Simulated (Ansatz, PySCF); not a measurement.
Dissociation curve of SeH, doublet.

UKS-CAM-B3LYP = unrestricted CAM-B3LYP/def2-SVP (Ansatz, a program for electronic structure); UKS-M06-2X/6-31G* = unrestricted M06-2X/6-31G*, spherical d in PySCF 2.14.0; UHF/def2-SVP (Ansatz).

Energies are in mEh, each relative to the lowest point of its own curve near equilibrium.

```
R / Å  UKS-CAM-B3LYP  UKS-M06-2X/6-31G*   UHF
-----  -------------  -----------------  ----
1.16            68.2               70.5  66.1
1.23            36.1               37.4  34.0
1.33            10.4               10.9   9.0
1.39             3.2                3.4   2.2
1.42             1.2                1.3   [?]
1.47             0.0                0.0   0.0
1.52             0.9                0.8   [?]
1.53             1.2                1.1   2.0
1.64             8.9                8.6   [?]
1.70            15.0               14.6  18.2
1.82            29.6               29.0  34.4
2.00            54.0               52.6  55.7
2.20            79.5               75.8  68.9
2.44           100.1               92.9  76.3
2.64           109.9              100.6   [?]
2.92           117.4              105.9  81.1
3.23           121.3                  —   [?]
3.62           123.5                  —  82.3
3.99           124.3                  —  82.5
4.39             [?]                  —  82.5
5.26           124.9                  —  82.5
```

**Question.** Complete the blanks.

**Answer.** 
- 1.42, UHF: 0.6
- 1.52, UHF: 1.5
- 1.64, UHF: 11.2
- 2.64, UHF: 79.2
- 3.23, UHF: 81.9
- 4.39, UKS-CAM-B3LYP: 124.7

A dash means that the run gave no value there, or that the column was ended at a point which the program doubted or which failed a test of continuity chosen for this set; such a test can also cut sound points.

The scan ran from 1.16 to 5.85 Å; beyond the distances shown full CI changes its symmetry label. The unrestricted determinant behind UKS-CAM-B3LYP is spin-contaminated at 2.20 to 5.26 Å (<S²> up to 1.8, against 0.75 for a pure doublet). The unrestricted determinant behind UKS-M06-2X/6-31G* is spin-contaminated at 2.20 to 3.23, 3.99 to 5.26 Å (<S²> up to 1.8, against 0.75 for a pure doublet). The unrestricted determinant behind UHF is spin-contaminated at 2.00 to 5.26 Å (<S²> up to 1.8, against 0.75 for a pure doublet).
